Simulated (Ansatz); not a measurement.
`[OH][In]([OH])[Br]` + `CO[Si](Cl)(Cl)Cl` → `C[O][In]([OH])[Br]` + `O[Si](Cl)(Cl)Cl`  (redistribution)

Program: Ansatz. Geometries: PBE0-D4/def2-TZVP. ΔE: electronic, gas phase. CBS: MP2 limit from def2 TZ/QZ plus the TZ coupled-cluster correction, frozen cores. DFT in def2-TZVPP. B3LYP here is the variant with VWN-RPA as its local correlation; programs differ in this. def2 core potentials past Kr. For Br, In outer-core shells are correlated without core-valence functions, which leaves a few kJ/mol of doubt a bond. Scalar relativity is left out up to krypton. One conformer a species, not always the lowest.

```
             level  ΔE (kJ/mol)  difference from CCSD(T)/CBS
         r2SCAN-D4         10.8                         -0.8
           PBE0-D4         11.7                          0.1
          B3LYP-D4         13.2                          1.6
           ωB97X-V         13.1                          1.5
           ωB97M-V         13.2                          1.6
            B2PLYP         11.8                          0.2
            r2SCAN         10.2                         -1.4
              PBE0         10.2                         -1.4
    MP2/def2-TZVPP         13.0                          1.4
SCS-MP2/def2-TZVPP         13.2                          1.6
   CCSD/def2-TZVPP         12.0                          0.4
CCSD(T)/def2-TZVPP         11.8                          0.2
SCS-MP2/def2-QZVPP         13.0                          1.4
      HF/CBS(def2)         12.7                          1.1
     MP2/CBS(def2)         12.9                          1.3
    CCSD/CBS(def2)         11.8                          0.2
       CCSD(T)/CBS         11.6                            0
```

Largest T1 diagnostic among the species: 0.015.
